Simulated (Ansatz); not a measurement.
Consider the redistribution: `[BH2][Al]([NH2])[SiH3]` + `CB(O)O` → `BB(C)O` + `[NH2][Al]([OH])[SiH3]`.

Computed with Ansatz on PBE0-D4/def2-TZVP structures; ΔE is electronic, products minus reactants. CCSD(T)/CBS adds triple-zeta CCSD(T) − MP2 to the extrapolated MP2 energy (def2 sets, frozen cores). This one scheme is used for every species. Functionals use def2-TZVPP. Each species was taken in one conformer, which may not be the lowest.

(1) Is it downhill or uphill in electronic energy at CCSD(T)/CBS, and by how much? (Estimate.)

(2) What do these levels give: B97M-V, CAM-B3LYP, CCSD/def2-SVP, MP2/def2-TZVPP, CCSD(T)/def2-TZVPP, CCSD/CBS(def2)? (An estimate is asked.)

Largest T1 diagnostic among the species: 0.013.

Answers

(1) Computed: Downhill: ΔE = -16.9 kJ/mol.

(2) The calculation gave: B97M-V -18.0, CAM-B3LYP -18.5, CCSD/def2-SVP 8.0, MP2/def2-TZVPP -20.0, CCSD(T)/def2-TZVPP -13.1, CCSD/CBS(def2) -17.0 kJ/mol.

At CCSD(T), def2-SVP lies +25.9 kJ/mol from the extrapolated value and def2-TZVPP +3.8 kJ/mol. From BLYP to BHLYP (50 % exact exchange), in def2-TZVPP and without D4, ΔE moves by +3.5 kJ/mol. Leaving LDA and LC-ωPBE aside and taking each functional with its dispersion term where it has one, the values, not all of them listed here, spread over 9.9 kJ/mol, from BLYP-D4 to HSE06-D4. LDA lies +3.8 kJ/mol from PBE without D4.
